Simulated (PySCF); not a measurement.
H4SSi. Atoms are numbered in the order given.

```xyz
6

Si     0.0046    -1.0301     0.0000
S     -0.0811     1.1079     0.0000
H      0.6945    -1.5523     1.2057
H     -1.4101    -1.4682     0.0000
H      0.6945    -1.5523    -1.2057
H      1.2540     1.2686     0.0000
```

Geometry optimised at r2SCAN-D4/def2-TZVP.

Calculation: KT2/pcSseg-2 run with PySCF.

GIAO shieldings, no solvent; atoms alike by connectivity are averaged. δ = σ(ref) − σ: ²⁹Si against TMS (σ = 351.7 ppm); ³³S against H2S (σ = 720.7 ppm); ¹H against TMS (σ = 31.47 ppm), references at their B3LYP-D3(BJ)/def2-TZVP geometries, non-relativistic.

```
atoms       nucleus  count  δ (ppm)
----------  -------  -----  -------
Si1            ²⁹Si      1    -59.5
S2              ³³S      1        …
H3, H4, H5       ¹H      3     4.92
H6               ¹H      1        …
```

Fill in the missing entries. (An estimate is asked for; the answer gives what the named calculation found.)


- H6, δ (ppm): 0.07
- S2, δ (ppm): -49.3
